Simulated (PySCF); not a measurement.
## Spinor energies of Au (gold, neutral)

Start: [Xe] 4f14 5d9 6s2; 5d3/2 filled at m_j = -3/2, -1/2, +1/2, +3/2; 5d5/2 filled at m_j = -3/2, -1/2, +1/2, +3/2, +5/2. Calculated with PySCF 2.14 in x2c-SVPall-2c with one added diffuse shell each of s, d type (8s9p10d2f, 99 functions): generalised Hartree-Fock with the X2C-1e Hamiltonian and a Gaussian nucleus; one run each with spin-orbit coupling (SO) switched off, then screened by Boettger's factors. This is a chosen level, not necessarily the ground level.

```csv
spinor shell,electrons,"ε, spin-free (eV)","ε, screened SO (eV)",weight of nominal j (screened SO),"rms radius, screened SO (bohr)"
1s1/2,2,-81175.0,-81144.1,1.000,0.0191
2s1/2,2,-14477.6,-14467.9,1.000,0.0769
2p1/2,2,-12529.4,-13851.4,1.000,0.0651
2p3/2,4,-12529.4,-12009.9,1.000,0.0731
3s1/2,2,-3488.6,-3485.4,1.000,0.196
3p1/2,2,-2914.5,-3209.0,1.000,0.188
3p3/2,4,-2914.5,-2796.3,1.000,0.204
3d3/2,4,-2290.9,-2341.2,1.000,0.180
3d5/2,6,-2290.9,-2254.1,1.000,0.183
4s1/2,2,-796.86,-795.86,1.000,0.432
4p1/2,2,-605.31,-676.62,1.000,0.438
4p3/2,4,-605.31,-576.45,1.000,0.471
4d3/2,4,-370.15,-380.85,1.000,0.487
4d5/2,6,-370.15,-361.97,1.000,0.496
5s1/2,2,-131.14,-130.98,1.000,0.997
4f5/2,6,-107.14,-108.87,0.999,0.544
4f7/2,8,-107.14,-105.02,0.999,0.546
5p1/2,2,-77.562,-89.664,0.998,1.13
5p3/2,4,-77.562,-72.466,0.999,1.17
5d3/2,4,-15.373,-16.639,0.969,1.63
5d5/2,5,-15.373,-14.428,0.975,1.71
6s1/2,2,-8.684,-8.690,0.998,3.13
```

| quantity | spin-free | screened SO |
| --- | --- | --- |
| E (hartree) | -18996.41238 | -19025.56793 |
| M_J | 5/2 | 5/2 |
| ⟨J²⟩ | 8.759 | 8.759 |
| ⟨L²⟩ | 6.006 | 6.146 |
| ⟨S²⟩ | 0.752 | 0.892 |

Each row is a mean over spinors that exchange with the open shell spreads, by up to 4.520 eV (5p3/2).

Breit and QED terms are absent; they matter most for the inner s and p1/2 levels.

Densities and radii are taken from the X2C orbitals without a picture-change correction, which distorts them close to the nucleus.

Without spin-orbit coupling the j labels of p, d and f shells carry no meaning; the spin-free column gives the mean over the occupied spinors of each nl shell.
